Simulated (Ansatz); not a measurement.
H2B2O, SMILES `[H]/B=B/O` (charge 0, multiplicity 1).

All values below come from Ansatz (a quantum-chemistry and plane-wave program) with r2SCAN0/cc-pVTZ // B3LYP-D3(BJ)/def2-TZVP.

Ansatz 0.2 input:
```yaml
crystal:
  periodic: [false, false, false]
  atoms:
    - { symbol: B, position_ang: [1.296732, 0.008382, 0.301235] }
    - { symbol: B, position_ang: [-0.185621, -0.127224, 0.042384] }
    - { symbol: O, position_ang: [-1.461424, -0.31147, -0.237942] }
    - { symbol: H, position_ang: [2.434566, 0.149282, 0.531349] }
    - { symbol: H, position_ang: [-2.084249, 0.281034, 0.204887] }
basis:
  gaussian: { orbitals: cc-pVTZ }
hamiltonian:
  xc: r2scan0
```

Output:

```
Functional definition: r2SCAN0
711 factors; their error is unknown
mean field evaluation 1: about -3425.0990 eV, gradient 4.1e1 eV
mean field evaluation 2: about -3423.3922 eV, gradient 5.4e1 eV
mean field evaluation 4: about -3428.0484 eV, gradient 1.0e0 eV
mean field evaluation 8: about -3428.0448 eV, gradient 3.1e-2 eV
mean field evaluation 16: about -3428.0448 eV, gradient 2.7e-4 eV
mean field evaluation 32: about -3428.0407 eV, gradient 7.2e-1 eV
mean field -3428.04480575 eV, -125.9783229993 hartree, gradient 2.3e-5 eV, S^2 0.000000; 2 other end points of the search recorded, 0 dependent functions left out
reference -3428.04481368 eV, -125.9783232904 hartree; 10, 10 occupied and 108, 108 virtual orbitals, 711 factors
Total energy: -3428.04481368 eV, -125.9783232904 hartree
```
